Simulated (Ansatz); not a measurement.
One change: `[F][Hf]([F])([F])[Cl]` becomes `[F][Hf]([F])([Cl])[Br]`.

Ansatz, PBE0-D4/def2-TZVP geometries, multiplicity 1. 

Elements past krypton have def2 core potentials. Scalar relativity is left out up to krypton. Spin–orbit coupling is left out; it splits and shifts lone-pair levels of the heavy atoms by tenths of an eV.

| property | `[F][Hf]([F])([F])[Cl]` |
| --- | --- |
| size of the dipole moment (B3LYP/def2-TZVPP) / D | 0.02 |
| HOMO energy (B3LYP/def2-TZVPP) / eV | -9.74 |
| LUMO energy (PBE0/def2-TZVPP) / eV | -1.08 |
| HOMO–LUMO gap (PBE/def2-TZVPP) / eV | 6.59 |
| HOMO energy (PBE0/def2-TZVPP) / eV | -10.03 |
| size of the dipole moment (PBE/def2-TZVPP) / D | 0.06 |

**Question.** Give the same properties after the change, and the shifts. (An estimate is asked.)

**Answer.** The calculation gave: 
```json
{"property": "size of the dipole moment (B3LYP/def2-TZVPP) / D", "`[F][Hf]([F])([Cl])[Br]`": "0.13", "shift": "0.11"}
{"property": "HOMO energy (B3LYP/def2-TZVPP) / eV", "`[F][Hf]([F])([Cl])[Br]`": "-8.97", "shift": "0.77"}
{"property": "LUMO energy (PBE0/def2-TZVPP) / eV", "`[F][Hf]([F])([Cl])[Br]`": "-1.74", "shift": "-0.66"}
{"property": "HOMO–LUMO gap (PBE/def2-TZVPP) / eV", "`[F][Hf]([F])([Cl])[Br]`": "5.40", "shift": "-1.19"}
{"property": "HOMO energy (PBE0/def2-TZVPP) / eV", "`[F][Hf]([F])([Cl])[Br]`": "-9.25", "shift": "0.78"}
{"property": "size of the dipole moment (PBE/def2-TZVPP) / D", "`[F][Hf]([F])([Cl])[Br]`": "0.07", "shift": "0.01"}
```

With PBE0 the HOMO rises by 0.78 eV and the LUMO falls by 0.66 eV, so the gap narrows by about 1.44 eV. PBE moves the HOMO by 0.61 eV and ωB97M-V by 0.87 eV. Dipoles are sizes alone; their direction can turn.

B3LYP here is the variant with VWN-RPA as its local correlation; programs differ in this.
